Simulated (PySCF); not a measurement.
Computed with ωB97X-D3(BJ)/def2-TZVP // PBE0-D3(BJ)/def2-TZVP in PySCF. All species are isolated molecules in the gas phase. Delta-SCF ions had no search for a lower state. Excitations are Tamm–Dancoff values on a coarser integration grid. The basis has no diffuse functions, so Rydberg states are missing or too high.

Reference species (SMILES): `[SiH3][Ga]([SiH3])[SiH3]` (neutral, multiplicity 1).

The LUMO comes out as -0.72 eV, the vertical ionisation energy (Delta-SCF) is 9.18 eV and the S1–T1 gap (TDA) comes out as 0.52 eV. The T1 excitation (TDA) is 3.07 eV.

Changed species: `[SiH3][GaH][SiH3]` (1 of 3 SiH3 replaced by H; the reference has 0 of 3 SiH3 replaced by H).

Question: What does the change do to the LUMO, vertical ionisation energy (Delta-SCF), S1–T1 gap (TDA) and T1 excitation (TDA)?

Answer: the LUMO rises by 0.21 eV, to -0.51 eV; the vertical ionisation energy (Delta-SCF) rises by 0.13 eV, to 9.31 eV; the S1–T1 gap (TDA) increases by 0.04 eV, to 0.56 eV; the T1 excitation (TDA) goes up by 0.14 eV, to 3.21 eV.
